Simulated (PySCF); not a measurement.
Gas-phase reaction: ZrI4 + 4 Cl ⇌ ZrCl4 + 2 I2

Method: PySCF energies plus ideal-gas RRHO corrections (1 bar). † marks an energy on the PBE0/def2-TZVP geometry and frequencies; other levels use their own. Open shells (unrestricted): Cl (multiplicity 2); the rest are closed-shell singlets. Spin-orbit splitting is ignored; it lowers the true energy and changes the entropy of Cl. B3LYP is the form with VWN-RPA correlation. I, Zr: scalar-relativistic def2 core potential, no spin-orbit coupling.

PBE/def2-SVP gives ΔH°(298 K) = -932 kJ.

Task: What do B3LYP/def2-TZVP†, r2SCAN/def2-TZVP†, PBE/def2-TZVP† give?

Result: B3LYP/def2-TZVP†: -863 kJ; r2SCAN/def2-TZVP†: -886 kJ; PBE/def2-TZVP†: -921 kJ. For scale, ΔH°(298 K) is -932 kJ at this level, -898 kJ at ωB97M-V/def2-TZVP†, and runs from -1052 to -584 kJ over the 16 levels computed († marks an energy on the PBE0/def2-TZVP geometry).
